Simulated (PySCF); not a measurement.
Dipole response of Mn (manganese, neutral)

[Ar] 3d6 4s1, high-spin 6D determinant (an excited configuration). Calculation: PySCF 2.14, in def2-TZVPPD; no relativity, point nucleus. Coupled (time-dependent) response in atomic units; α is the mean over directions.

```json
{"method": "r2SCAN0", "mean α (bohr³)": "72.53", "α xx, yy, zz": "73.53, 73.53, 70.52", "C₆ (like pair)": "558.7", "S(−4)": "4119"}
```

S(−4) is the Cauchy moment in α(ω) = α(0) + S(−4) ω² + …

α(iu) at r2SCAN0:

```tsv
u (hartree)	α(iu) (bohr³)
0	72.53
0.0500	63.61
0.100	46.93
0.200	23.94
0.300	13.95
0.500	6.814
0.750	4.061
1.00	2.945
1.50	1.955
2.00	1.455
3.00	0.9037
5.00	0.4328
```

A single London oscillator, α(iu) = α/(1 + u²/ω²), gives C₆ = (3/4) ω α². Matching the computed C₆ needs ω = 4 × 558.7 / (3 × 72.53²) = 0.142 hartree.

The components differ because the open shell of this determinant is not spherical; for a pure term their mean is the scalar polarisability.
